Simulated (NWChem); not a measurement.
A series in which one site is exchanged, each optimised at PBE0/def2-SVP with NWChem, gas phase unless a solvent is named. All stand in one matching conformer (torsions within 35°), which need not be the lowest. For some, no frequency run checked for a minimum. def2 effective core potentials on I; no spin-orbit coupling.

A: COB(Cl)I (CH3BClIO; site = I)
B: ClB(Cl)OC (CH₃BCl₂O; site = Cl)
C: B(OC)Cl (CH4BClO; site = H)
D: COB(F)Cl (CH$_{3}$BClFO; site = F)

Task: Rank them by static polarisability, PBE0/def2-SVPD (bohr³), lowest first.

Result: D (44.1), C (46.6), B (58.2), A (79.4)
